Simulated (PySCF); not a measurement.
ECD: `C=C[C@@]12CC[C@@H]1C2`, C$_{7}$H$_{10}$

Geometry (Å), atoms numbered from 1 in this order:
```xyz
17

C     2.4230    0.8776   -0.1980
C     1.6243   -0.1173    0.1598
C     0.2137   -0.2463   -0.1975
C    -0.7485   -1.2420    0.4497
C    -1.8609   -0.1735    0.4195
C    -0.8983    0.7965   -0.2473
C    -0.3811    0.1966   -1.5100
H     3.4541    0.9146    0.1066
H     2.0765    1.6964   -0.8061
H     2.0041   -0.9183    0.7829
H    -0.9416   -2.1436   -0.1322
H    -0.4561   -1.5258    1.4587
H    -2.1730    0.1435    1.4119
H    -2.7438   -0.4252   -0.1688
H    -0.8442    1.8524   -0.0395
H     0.2430    0.8229   -2.1290
H    -0.9982   -0.4965   -2.0647
```

Computed, not measured: TDDFT B3LYP/def2-SVPD circular dichroism and optical rotation, one conformer, gas phase in PySCF. Geometry: GFN2-xTB.

The molecule is flexible and this is one conformer; a measurement averages over conformers. States above about 6.4 eV lie in this functional's continuum (it starts at minus the energy of the highest occupied orbital, well below the true ionisation energy for most functionals) and depend on the basis.

Q: What are the CIP labels of the stereocentres?

A: C3 S, C6 R.

Q: List the lowest 16 singlet excitations with oscillator and rotatory strengths.

A: Rotatory strengths R in 10⁻⁴⁰ esu² cm², velocity form and length form (origin at the centre of mass); f in length form.
| state | E (eV) | λ (nm) | f | R (velocity) | R (length) | main |
| --- | --- | --- | --- | --- | --- | --- |
| 1 | 5.82 | 213 | 0.277 | -59.7 | -60.7 | HOMO→LUMO 0.94 |
| 2 | 6.14 | 202 | 0.039 | -12.5 | -12.9 | HOMO→LUMO+1 0.96 |
| 3 | 6.59 | 188 | 0.0007 | -0.1 | +0.5 | HOMO→LUMO+2 0.80, HOMO→LUMO+3 0.17 |
| 4 | 6.63 | 187 | 0.022 | +40.5 | +43.6 | HOMO−1→LUMO 0.71, HOMO→LUMO+3 0.22 |
| 5 | 6.67 | 186 | 0.023 | -18.2 | -18.5 | HOMO→LUMO+3 0.56, HOMO−1→LUMO 0.25 |
| 6 | 6.89 | 180 | 0.014 | -22.7 | -23.3 | HOMO→LUMO+4 0.98 |
| 7 | 7.26 | 171 | 0.003 | +11.3 | +11.3 | HOMO→LUMO+5 0.96 |
| 8 | 7.45 | 167 | 0.017 | +6.9 | +6.1 | HOMO→LUMO+6 0.91 |
| 9 | 7.53 | 165 | 0.007 | +14.4 | +13.7 | HOMO−1→LUMO+1 0.92 |
| 10 | 7.57 | 164 | 0.002 | +4.7 | +4.8 | HOMO−3→LUMO 0.94 |
| 11 | 7.76 | 160 | 0.010 | -0.2 | +0.5 | HOMO→LUMO+7 0.88 |
| 12 | 7.82 | 159 | 0.057 | -23.9 | -25.9 | HOMO−2→LUMO 0.79 |
| 13 | 7.99 | 155 | 0.006 | +16.4 | +16.2 | HOMO→LUMO+8 0.77 |
| 14 | 8.01 | 155 | 0.022 | +35.7 | +36.6 | HOMO−1→LUMO+2 0.85 |
| 15 | 8.07 | 154 | 0.010 | +6.2 | +5.9 | HOMO−1→LUMO+3 0.86 |
| 16 | 8.20 | 151 | 0.032 | -12.1 | -11.9 | HOMO−1→LUMO+4 0.49, HOMO→LUMO+9 0.38 |

For states 3, 11 the two forms differ in sign, so the sign of R isn't settled.

Among the states computed, the strongest CD band (largest |R|) is state 1. The largest dissymmetry factor in size, g = 4R/(D+G), with D and G the electric and magnetic dipole strengths, is +0.043 for state 7 (velocity form, f = 0.003), among bands with |R| over 0.5. The mirror image has the same energies and oscillator strengths and all R with the opposite sign.
